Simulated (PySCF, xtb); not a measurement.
Sn(H)2(Me)2 (C2H8Sn), SMILES [CH3][SnH2][CH3].

GFN2-xTB (xtb 6.7.1) at its own geometry gives an orbital gap of 6.40 eV and a dipole moment of 1.56 D.

The structure is a stationary point at B3LYP-D3(BJ)/def2-SVP. The def2 effective core potentials stand for the cores of Sn; spin–orbit coupling is left out.

What does PBE0/def2-TZVP in PySCF give? (Estimate from the structure and the level; the computed values follow.)

gap 8.46 eV (levels -7.99 and 0.47 eV), dipole 0.74 D.
